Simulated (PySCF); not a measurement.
How the method moves the HOMO and LUMO of `FCSCB(F)F`

C₂H₄BF₃S.
Z-matrix (Å and degrees, PBE0-D3(BJ)/def2-SVP geometry), rows numbered from 1:
```
F 
C   1  1.3639
S   2  1.7954  1  112.35
C   3  1.8383  2   99.55  1    70.18
B   4  1.5583  3  102.16  2    81.01
F   5  1.3193  4  121.90  3    89.21
F   5  1.3259  4  121.45  3   -87.41
H   2  1.1021  1  109.84  3  -117.22
H   2  1.1014  1  108.67  3   122.68
H   4  1.0983  3  106.07  2  -160.23
H   4  1.0982  3  108.74  2   -42.70
```

Basis pcSseg-1 throughout (PySCF), one geometry. Isolated species at its PBE0-D3(BJ)/def2-SVP geometry (one conformer only).

Problem. How do the orbital energies, the gap and the dipole change with the method?

Solution. 
```json
{"method": "OPBE", "kind": "GGA", "HOMO (eV)": "-6.08", "LUMO (eV)": "-1.24", "gap (eV)": "4.83", "μ (D)": "0.32", "SCF cycles": "14"}
{"method": "PBE", "kind": "GGA", "HOMO (eV)": "-6.09", "LUMO (eV)": "-1.38", "gap (eV)": "4.71", "μ (D)": "0.28", "SCF cycles": "14"}
{"method": "BP86", "kind": "GGA", "HOMO (eV)": "-6.21", "LUMO (eV)": "-1.46", "gap (eV)": "4.74", "μ (D)": "0.28", "SCF cycles": "14"}
{"method": "LDA", "kind": "LDA", "HOMO (eV)": "-6.25", "LUMO (eV)": "-1.68", "gap (eV)": "4.57", "μ (D)": "0.29", "SCF cycles": "14"}
{"method": "PBE0", "kind": "global hybrid", "HOMO (eV)": "-7.37", "LUMO (eV)": "-0.41", "gap (eV)": "6.96", "μ (D)": "0.27", "SCF cycles": "12"}
{"method": "CAM-B3LYP", "kind": "range-separated hybrid", "HOMO (eV)": "-8.70", "LUMO (eV)": "0.74", "gap (eV)": "9.44", "μ (D)": "0.22", "SCF cycles": "13"}
{"method": "HF", "kind": "Hartree–Fock", "HOMO (eV)": "-10.30", "LUMO (eV)": "3.37", "gap (eV)": "13.66", "μ (D)": "0.29", "SCF cycles": "11"}
```

The HOMO spans 4.22 eV, from OPBE down to HF, and the gap runs from 4.57 eV (LDA) to 13.66 eV (HF). Over the methods OPBE (0 %), PBE (0 %), BP86 (0 %), LDA (0 %), PBE0 (25 %), HF (100 %), a straight line through the gap against the share of exact exchange rises by 0.90 eV for each 10 % (correlation coefficient 1.000). The dipole ranges from 0.22 D (CAM-B3LYP) to 0.32 D (OPBE). This basis has no diffuse functions.
